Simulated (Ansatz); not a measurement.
Gas-phase electronic energies from Ansatz, PBE0-D4/def2-TZVP geometries. CCSD(T)/CBS adds triple-zeta CCSD(T) − MP2 to the extrapolated MP2 energy (def2 sets, frozen cores). This one scheme is used for every species. Functionals use def2-TZVPP. HSE06 is defined as in plane-wave codes. Each species was taken in one conformer, which may not be the lowest.

`BCCB` + HCl → `BCCCl` + BH₃  (substitution at a C–B bond)

| level | ΔE (kJ/mol) | difference from CCSD(T)/CBS |
| --- | --- | --- |
| B97M-V | 79.2 | 5.1 |
| HSE06-D4 | 88.8 | 14.7 |
| B2PLYP | 65.4 | -8.7 |
| revPBE | 82.2 | 8.1 |
| r2SCAN | 87.5 | 13.4 |
| RPA@PBE/def2-TZVPP | 61.0 | -13.1 |
| HF/def2-TZVPP | 7.3 | -66.8 |
| CCSD(T)/def2-TZVPP | 74.1 | 0.0 |
| HF/CBS(def2) | 8.2 | -65.9 |
| CCSD/CBS(def2) | 64.9 | -9.2 |
| CCSD(T)/CBS | 74.1 | 0 |

Largest T1 diagnostic among the species: 0.011.

Leaving LDA and LC-ωPBE aside and taking each functional with its dispersion term where it has one, the values, not all of them listed here, spread over 46.3 kJ/mol, from BHLYP-D4 to PBE-D4. LDA lies +36.2 kJ/mol from PBE without D4. From PBE to PBE0 (25 % exact exchange), in def2-TZVPP and without D4, ΔE moves by −7.1 kJ/mol.
